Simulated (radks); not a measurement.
Q: The mean radii <r> (bohr) of the occupied orbitals of an atom or ion are listed with their occupations. Method: non-relativistic Kohn-Sham, BLYP, spin-polarised, spherical densities, point nucleus; computed with a radial shooting solver on a logarithmic mesh with Libxc functionals.

orbital  occ.      <r>
1s up       1  0.03239
1s down     1  0.03239
2s up       1   0.1405
2s down     1   0.1405
2p up       3   0.1200
2p down     3   0.1200
3s up       1   0.3814
3s down     1   0.3814
3p up       3   0.3733
3p down     3   0.3732
3d up       5   0.3456
3d down     5   0.3456
4s up       1   0.9393
4s down     1   0.9391
4p up       3    1.007
4p down     3    1.008
4d up       5    1.299
4d down     4    1.306

Name the element and its charge. Open shells, if any, are filled with parallel spins first.

A: Z = 47, silver, charge +2: Ag2+ in [Kr] 4d9. The 1s radius gives Z: for a bare nucleus <r> = 1.5/Z, 0.03191 bohr for Z = 47, and screening makes it slightly larger (0.03239 here). The occupations add up to 45, and the charge is Z minus that.
